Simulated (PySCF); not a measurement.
Species: C7H11FSi.
Atom-mapped SMILES: `[CH:1]#[C:2][CH2:3][C@@H:4]([CH3:5])[Si@H:6]1[CH2:7][C@@H:8]1[F:9]` (hydrogens: H10 on C1; H11, H12 on C3; H13 on C4; H14, H15, H16 on C5; H17 on Si6; H18, H19 on C7; H20 on C8)

Method: PBE0-D3(BJ)/def2-SVP geometry optimisation, gas phase (PySCF); density fitting, grid level 1; the optimiser is geomeTRIC in internal coordinates, started from a GFN2-xTB structure with every atom displaced at random (about 0.01 Å).

Step 0: E = -18005.0916 eV
```
atom  x, y, z in Å  |  force x, y, z in eV/Å
C1      1.9615    0.0204   -2.4595   -0.040   0.137  -1.102
C2      1.9452   -0.0494   -1.2716    0.255  -0.134   1.682
C3      1.9197   -0.1654    0.1642    1.289  -0.097   0.133
C4      0.5952   -0.5872    0.6933   -1.778   0.118   0.469
C5      0.5990   -0.6812    2.2129    0.266   0.444  -0.071
Si6    -0.7918    0.6053    0.0843   -0.058  -1.260  -0.257
C7     -1.7750    0.1867   -1.4600   -0.177   0.443   1.079
C8     -2.5269   -0.0785   -0.1628   -0.957   0.373   0.383
F9     -3.6256    0.7426    0.0770    0.545  -0.022  -0.234
H10     1.9402    0.1284   -3.4980    0.018   0.075  -1.294
H11     2.2093    0.7991    0.6163    0.086   0.046   0.003
H12     2.7018   -0.8948    0.4817   -0.131   0.235  -0.056
H13     0.3220   -1.5791    0.2945    0.007   0.042  -0.186
H14     0.8055    0.3020    2.6652    0.148   0.006   0.053
H15     1.3700   -1.3815    2.5507    0.197  -0.129   0.158
H16    -0.3529   -1.0003    2.6240   -0.483  -0.271   0.072
H17    -0.6891    2.0062    0.4832    0.075   0.465   0.096
H18    -1.5761   -0.6723   -2.0609    0.405  -0.882  -0.574
H19    -2.1990    0.9869   -2.0460   -0.179   0.609  -0.301
H20    -2.8776   -1.0984    0.0459    0.513  -0.199  -0.054
```

Step 1: E = -18005.2925 eV
```
atom  x, y, z in Å  |  force x, y, z in eV/Å
C1      2.1396    0.0239   -2.4976   -0.040   0.068  -0.170
C2      2.0735   -0.0573   -1.2919   -0.041  -0.028   0.062
C3      1.9617   -0.1586    0.1555   -0.169  -0.021   0.061
C4      0.5648   -0.5768    0.6670    0.029   0.100  -0.180
C5      0.5644   -0.6736    2.1887   -0.101  -0.060   0.088
Si6    -0.8264    0.5596    0.0521    0.033   0.094   0.116
C7     -1.8979    0.1821   -1.4230    0.021  -0.211  -0.188
C8     -2.5943   -0.0661   -0.0887    0.124   0.072   0.065
F9     -3.6466    0.7629    0.1863   -0.008  -0.036  -0.009
H10     2.1812    0.1250   -3.5680    0.028  -0.042   0.071
H11     2.2360    0.8119    0.6054    0.026   0.021   0.002
H12     2.7076   -0.8827    0.5261    0.038  -0.016   0.023
H13     0.3287   -1.5655    0.2383    0.009  -0.055  -0.016
H14     0.7673    0.3030    2.6556    0.022   0.032   0.008
H15     1.3365   -1.3759    2.5460    0.002   0.012  -0.015
H16    -0.4081   -1.0211    2.5711    0.040  -0.006  -0.006
H17    -0.6815    1.9914    0.4262    0.014   0.001  -0.033
H18    -1.6957   -0.6996   -2.0503   -0.065   0.111   0.071
H19    -2.3124    1.0176   -2.0012    0.081   0.038   0.051
H20    -2.8430   -1.1106    0.1367   -0.042  -0.074  -0.002
```

**Question.** Estimate the geometry and energy of step 2. (The exact step hangs on the optimiser's Hessian estimate; all steps are aligned on step 1, rigid shifts and turns removed.)

**Answer.** E = -18005.2997 eV, largest force 0.126 eV/Å
```
atom  x, y, z in Å  |  force x, y, z in eV/Å
C1      2.0946    0.0251   -2.5006   -0.029   0.035   0.011
C2      2.0423   -0.0537   -1.2932    0.020  -0.019  -0.027
C3      1.9495   -0.1552    0.1565   -0.034  -0.024   0.044
C4      0.5583   -0.5701    0.6711    0.015   0.029  -0.012
C5      0.5554   -0.6769    2.1947   -0.005  -0.019   0.023
Si6    -0.8142    0.5782    0.0616   -0.042  -0.016   0.034
C7     -1.8640    0.1793   -1.4229   -0.040  -0.104  -0.059
C8     -2.5693   -0.0704   -0.0908    0.041   0.061  -0.001
F9     -3.6353    0.7445    0.1717   -0.051  -0.011  -0.004
H10     2.1322    0.1147   -3.5703    0.016  -0.020  -0.002
H11     2.2325    0.8147    0.6041    0.013   0.002  -0.007
H12     2.6985   -0.8820    0.5199    0.018   0.012  -0.007
H13     0.3186   -1.5573    0.2365   -0.011   0.010   0.000
H14     0.7643    0.2969    2.6674    0.007  -0.001  -0.003
H15     1.3265   -1.3834    2.5447    0.008   0.004   0.002
H16    -0.4160   -1.0250    2.5766    0.006  -0.005  -0.011
H17    -0.6736    2.0125    0.4269    0.020  -0.008  -0.029
H18    -1.6652   -0.7004   -2.0475    0.016   0.027   0.004
H19    -2.2673    1.0174   -2.0037    0.015   0.046   0.046
H20    -2.8124   -1.1194    0.1313    0.019   0.000  -0.001
```

The energy changes by -0.0072 eV. The first-order estimate −F·Δx gives -0.0132 eV and the mean of the old and new forces, exact on a quadratic surface, -0.0071 eV. The step makes an angle of 79° with the force vector and moves no atom by more than 0.050 Å.

What follows is the cost of the whole optimisation. Hardware: one thread, Arm Neoverse N1 (aarch64), shared host with 64 logical CPUs at a one-minute load of 60. Cost: 4.8 min wall, 0.90 GiB resident at most.
